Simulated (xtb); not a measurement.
BBr3 (SMILES BrB(Br)Br), singlet, at a GFN2-xTB geometry. Base run: GFN2-xTB in xtb.

Here is a job for xtb.
```
$ xtb mol.xyz --gfn 2 --json

# file mol.xyz
4

B      0.01808306    -0.01978242    -0.03760993
Br    -1.50731106    -1.11118164    -0.13755349
Br     0.01971195     1.66670358    -0.86448993
Br     1.48501581    -0.55269588     1.00741627
```

Variants of this job, named by their change:

```tsv
change	ΔE vs base (kcal/mol)	HOMO-LUMO gap (eV)	dipole (D)	G_solv (kcal/mol)	SCF cycles
base	0.000	3.84	0.25	-	14
file = coord	0.000	3.84	0.25	-	14
alpb = chcl3	-7.09	3.89	0.25	-7.21	14
etemp = 3000	-0.024	3.84	0.25	-	13
alpb = dmso	-8.22	3.86	0.25	-8.23	14
gbsa = acetonitrile	-5.92	3.86	0.25	-5.94	14
etemp = 1000	0.000	3.84	0.25	-	14
```

ALPB and GBSA are two models with their own fitted parameters for each solvent, which aren't always the measured dielectric constant.
